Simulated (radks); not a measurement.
The numbers below are computed, except where a source is named.
Removal energies from the krypton ion Kr8+, [Ar] 3d10, by Delta-SCF beside the eigenvalue of the level emptied. Code: a radial shooting solver on a logarithmic mesh with Libxc functionals. Model: Dirac Kohn-Sham, relativistic LDA (MacDonald-Vosko exchange, VWN5 correlation), spin-unpolarised, spherical densities, finite nucleus; Fermi nuclear charge, rms radius of each element as measured or else 0.836 A^(1/3) + 0.57 fm. Sub-shells are occupied by j as written (lower j first in brackets).

removed from               final configuration  Delta-SCF (eV)  -eigenvalue (eV)
3d5/2                  [Ar] 3d(3/2: 4, 5/2: 5)          233.37            214.95
3d3/2                  [Ar] 3d(3/2: 3, 5/2: 6)          234.79            216.30
3p3/2         [Ne] 3s2 3p(1/2: 2, 3/2: 3) 3d10          344.75            326.31
3p1/2         [Ne] 3s2 3p(1/2: 1, 3/2: 4) 3d10          352.98            334.31
